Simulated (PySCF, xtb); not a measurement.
ClFH₂Si. Atoms are numbered in the order given.

```xyz
5

Si     0.5114     0.5551     0.0000
F     -0.7342     1.5518     0.0000
Cl    -0.1834    -1.3707     0.0000
H      1.2828     0.7820    -1.2305
H      1.2828     0.7820     1.2305
```

The structure is a stationary point at B3LYP-D3(BJ)/def2-TZVP.

Calculation: C-PCM-PBE0/def2-SVP run with PySCF 2.14.0.

The values are the electrostatic part of the solvation free energy, E(continuum) − E(gas) at the gas-phase geometry, in a cavity of scaled van der Waals radii (PySCF's table); cavitation and dispersion terms are not included. In vacuum the orbital gap is 9.68 eV. The dipole moment in vacuum is 1.45 D.

Computed values in water (ε = 78.36), tetrahydrofuran (ε = 7.43), chloroform (ε = 4.71):
```tsv
solvent	ε	ΔG(elec) (kcal/mol)	dipole (D)	gap (eV)
water	78.36	-1.6	1.78	9.78
tetrahydrofuran	7.43	-1.4	1.73	9.77
chloroform	4.71	-1.2	1.70	9.76
```

For comparison, GFN2-xTB/ALPB(water) (xtb, at the GFN2-xTB geometry, all terms of that model) gives 0.4 kcal/mol.
